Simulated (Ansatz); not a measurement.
Ansatz results at the PBE0-D4/def2-TZVP geometry: HOMO energy (PBE/def2-TZVPP) -9.59 eV; size of the dipole moment (PBE/def2-TZVPP) 0.97 D; HOMO energy (B3LYP/def2-TZVPP) -10.96 eV.

(1) Which molecule gave them?
A. `[NH2][GeH2][Cl]`
B. `[NH2][GeH2][F]`
C. `O[Si](O)(O)[O][Ge]([F])([F])[O][Si](O)(O)O`
D. `N#[C][Ge]([F])([F])[C]#N`

Results:

(1) D. The others give `[NH2][GeH2][Cl]`: -6.49, 1.70, -7.67; `[NH2][GeH2][F]`: -6.54, 1.68, -7.79; `O[Si](O)(O)[O][Ge]([F])([F])[O][Si](O)(O)O`: -7.55, 3.06, -9.05.

B3LYP here is the variant with VWN-RPA as its local correlation; programs differ in this.
